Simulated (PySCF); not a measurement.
# Static response to an electric field

Compound: C6H7OPSi.
Geometry (GFN2-xTB, Å), atoms numbered from 1 in this order:
```xyz
16
C6H7OPSi angstrom
C      3.927    1.928   -0.295
C      2.981    1.211   -0.094
C      1.911    0.405    0.127
C      0.989   -0.348    0.344
C     -0.160   -1.166    0.547
C     -0.635   -1.926   -0.698
O     -1.894   -1.299   -0.940
Si    -1.873   -0.284    0.366
P     -1.773    1.860   -0.239
H      4.751    2.552   -0.469
H     -0.036   -1.807    1.418
H      0.008   -1.792   -1.569
H     -0.794   -2.991   -0.519
H     -2.842   -0.728    1.377
H     -1.443    2.308    1.030
H     -3.124    2.085   -0.037
```

Level: CAM-B3LYP/def2-SVPD (PySCF), static field, nuclei fixed, core orbitals frozen in the response. The polarisability tensor in these axes (au):

```
x   161.67  30.17 -10.24
y    30.17 132.82  -6.75
z   -10.24  -6.75  88.52
```

Give the principal values, the mean and the anisotropy Δα = √{½[(α1 − α2)² + (α2 − α3)² + (α1 − α3)²]}.

Principal values 86.92, 113.80 and 182.29 au; mean 127.67 au = 18.92 Å³ = 21.05 × 10⁻⁴⁰ C²·m²/J; Δα = 85.18 au (67 % of the mean).

What is the dipole moment, and where does it point?

(-0.67, -0.09, 1.60) D, 1.73 D in size, pointing from the negative to the positive side. Measured along this direction, the outermost atoms are H10 at the negative end and H14 at the positive end.

What molar refraction does this α imply?

Lorentz–Lorenz: R = (4π/3)N_A α = 2.5225 cm³/(mol·Å³) × 18.92 Å³ = 47.7 cm³/mol, in the limit of long wavelengths.

What would n − 1 = 2πNα be for an ideal gas of these molecules at 298.15 K and 1 atm, electronic part alone?

N = p/kT = 2.4615 × 10¹⁹ cm⁻³, so n − 1 = 2π × N × 18.92 × 10⁻²⁴ cm³ = 2926 × 10⁻⁶ at long wavelengths, for an ideal gas.

How large is μ²/3kT at 400 K beside α?

In Gaussian units μ²/3kT = 18.15 Å³ against 18.92 Å³, a ratio of 0.96; the Debye molar polarisation (4π/3)N_A(α + μ²/3kT) is 93.5 cm³/mol, leaving out the vibrational part.

Rayleigh depolarisation ratio (linearly polarised light, static tensor)?

ρ = 3Δα²/(45ᾱ² + 4Δα²) = 21766.5/(733483 + 29021.9) = 0.0285.

One conformer (not necessarily the lowest) at the GFN2-xTB geometry, without solvent, vibrations or thermal averaging.

These values come from a run that also computed excited states. Time: 87 s wall; peak memory 1.1 GiB. Hardware: Arm Neoverse V1, one thread, shared host with 32 logical CPUs at a one-minute load of 28.
